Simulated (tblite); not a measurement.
Species: H₁₀NPSi₃.
SMILES with atom numbers: `[NH2:1][SiH2:2][PH:3][SiH2:4][SiH3:5]` (hydrogens: H6, H7 on N1; H8, H9 on Si2; H10 on P3; H11, H12 on Si4; H13, H14, H15 on Si5)

Cartesian coordinates in Å at the GFN2-xTB level; atoms count from 1:
```xyz
15
H10NPSi3 angstrom
N     -2.671   -0.755    0.397
Si    -2.028    0.768   -0.079
P     -0.542    0.273   -1.668
Si     0.993   -0.927   -0.564
Si     2.948    0.262   -0.192
H     -3.440   -0.779    1.046
H     -2.784   -1.473   -0.302
H     -1.454    1.350    1.138
H     -2.966    1.724   -0.686
H      0.101    1.488   -1.577
H      1.183   -2.107   -1.424
H      0.394   -1.446    0.676
H      3.818   -0.427    0.764
H      3.738    0.453   -1.411
H      2.705    1.603    0.354
```

All values are computed: GFN2-xTB (tblite) harmonic vibrations without scaling, gas phase. Against measured fundamentals such values can be off by several per cent, at times by over 20. Modes of hydrogen on phosphorus and silicon can be 10 to 20 % off. One conformer, not necessarily the lowest. The optimisation stopped once no atom felt more than 0.01 eV/Å.

Lowest wavenumbers of the output (negative numbers stand for imaginary wavenumbers):
```
mode    cm-1
  1     -27.0
  2      37.2
  3      38.6
  4      96.1
  5     111.7
  6     177.5
  7     229.0
  8     341.7
  9     400.8
 10     451.1
```

Task: Is this structure a minimum?

Result: Not by this Hessian. 1 mode is imaginary beyond 20i (27i cm⁻¹), so at this level the point lies at or near a first-order saddle. The curvature is small, so loose convergence or finite differences may be the whole cause.

Task: Which atoms move in the imaginary mode?

Result: 27i: Si5 (SiH3 silicon) 27 %, Si4 (SiH2 silicon) 21 %, P3 (three-coordinate phosphorus) 12 %, Si2 (SiH2 silicon) 11 %. These are shares of the mass-weighted motion.

Task: What is the remedy?

Result: Step along that mode in both directions, optimise again with tighter thresholds and repeat the frequencies. The zero-point energy of this point (57.5 kcal/mol) counts the 38 real modes alone, and thermal corrections from it aren't those of a minimum.
